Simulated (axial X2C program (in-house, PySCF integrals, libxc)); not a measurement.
Outer orbitals of GaHf at 2.627 Å, PBE0

Computed with an axial X2C code built on PySCF integrals. Spin-free means the one-electron spin-free X2C Hamiltonian; two-component (2c) means X2C with spin–orbit coupling and atomic mean-field two-electron Coulomb and Gaunt terms, so the difference of the two also holds small scalar two-electron terms. Basis: Hf dyall-cv3z [13s14p9d7f4g], Ga dyall-cv3z [9s9p7d4f1g] (cores contracted in-house); Gaussian nuclei, density fitting, unrestricted open shells. Masses: Hf 179.947 u, Ga 68.926 u.

The distance is close to the 2c PBE0 minimum; the highest filled and lowest empty levels are listed.

Spin-free orbitals, state M_S = 3/2, Λ = 0 (beyond evenly filled blocks: σα, π+α, π-α) (Löwdin shares):

```tsv
symmetry	occupied	ε (eV)	atomic character
φ-α	yes	-21.19	100% Hf f
φ+α	yes	-21.19	100% Hf f
φ+β	yes	-21.14	100% Hf f
φ-β	yes	-21.14	100% Hf f
δ+α	yes	-21.00	100% Hf f
δ-α	yes	-21.00	100% Hf f
π-α	yes	-20.88	100% Hf f
π+α	yes	-20.88	100% Hf f
δ-β	yes	-20.87	100% Hf f
δ+β	yes	-20.87	100% Hf f
σα	yes	-20.84	99% Hf f
π-β	yes	-20.71	100% Hf f
π+β	yes	-20.71	100% Hf f
σβ	yes	-20.66	99% Hf f
σα	yes	-10.77	58% Ga s, 14% Hf s, 12% Hf d
σβ	yes	-9.28	63% Ga s, 14% Hf s, 10% Hf p
σα	yes	-5.98	50% Hf s, 32% Ga p, 6% Ga s
σβ	yes	-5.19	60% Hf s, 18% Ga p, 12% Hf p
π-α	yes	-4.96	63% Hf d, 27% Ga p, 5% Hf p
π+α	yes	-4.96	63% Hf d, 27% Ga p, 5% Hf p
σα	yes	-4.67	62% Hf d, 21% Ga p, 8% Hf s
δ+α	no	-2.22	99% Hf d
δ-α	no	-2.22	99% Hf d
π+β	no	-1.92	44% Ga p, 44% Hf d, 9% Hf p
π-β	no	-1.92	44% Ga p, 44% Hf d, 9% Hf p
```

Spinors with spin–orbit coupling (state Ω = 3/2):

```
   ω  occupied  ε (eV)              atomic character     λ mixture
 5/2       yes  -21.56                     100% Ga d        100% δ
 3/2       yes  -21.53                      99% Ga d  78% π, 22% δ
-5/2       yes  -21.51                     100% Ga d        100% δ
 1/2       yes  -21.49             96% Ga d, 4% Hf f  51% π, 49% σ
-1/2       yes  -21.46             97% Ga d, 3% Hf f  68% σ, 32% π
-3/2       yes  -21.46                     100% Ga d  87% π, 13% δ
 7/2       yes  -20.50                     100% Hf f        100% φ
-7/2       yes  -20.45                     100% Hf f        100% φ
 5/2       yes  -20.33                     100% Hf f  87% δ, 13% φ
-5/2       yes  -20.22                     100% Hf f  90% δ, 10% φ
 3/2       yes  -20.19                     100% Hf f  71% π, 29% δ
-3/2       yes  -20.10                     100% Hf f  78% π, 22% δ
 1/2       yes  -20.09                     100% Hf f  53% σ, 47% π
-1/2       yes  -20.06                     100% Hf f  63% σ, 37% π
 1/2       yes  -10.76  58% Ga s, 14% Hf s, 12% Hf d        100% σ
-1/2       yes   -9.29  63% Ga s, 14% Hf s, 10% Hf p        100% σ
 1/2       yes   -5.96   50% Hf s, 32% Ga p, 6% Ga s        100% σ
-1/2       yes   -5.20  55% Hf s, 18% Ga p, 12% Hf p   92% σ, 8% π
-1/2       yes   -5.01   57% Hf d, 26% Ga p, 6% Hf p   91% π, 9% σ
 3/2       yes   -4.88   63% Hf d, 27% Ga p, 5% Hf p   99% π, 1% δ
 1/2       yes   -4.67   62% Hf d, 20% Ga p, 8% Hf s   98% σ, 2% π
-3/2        no   -2.36                      98% Hf d   96% δ, 4% π
 5/2        no   -2.04                      99% Hf d        100% δ
 1/2        no   -1.98  44% Ga p, 42% Hf d, 10% Hf p   98% π, 2% σ
-1/2        no   -1.88  48% Hf p, 31% Hf d, 20% Ga p  90% π, 10% σ
```

Problem. How does the gap between the highest filled and lowest empty level change from the spin-free to the 2c table?

Solution. From 2.45 to 2.31 eV at PBE0, a change of -0.14 eV.

Mulliken charges and populations of the two-component result (they depend on the basis, above all on diffuse functions):

Hf -0.07 e (s 11.75 p 24.26 d 22.04 f 14.01), Ga 0.07 e (s 7.82 p 13.08 d 10.03). ⟨Lz⟩ = 0.03 ħ and ⟨Sz⟩ = 1.47 ħ (1.01 and 0.46 on the two atoms), which add up to Ω.

The state is one determinant whose occupation by symmetry is held fixed; it was picked as the lowest of a PBE0 search that is not exhaustive. Density functionals use the spin component along the axis (collinear). PBE0 can misorder states that lie within some tenths of an eV, so this need not be the ground state of the molecule. The nearest other spin-free determinant of the search, M_S = 1/2, Λ = 0, lies 0.29 eV up at the distance of the search. With several unpaired electrons one determinant need not be a pure state. This is the top spin component of a Σ state; components of lower Ω are not single determinants and can lie lower.
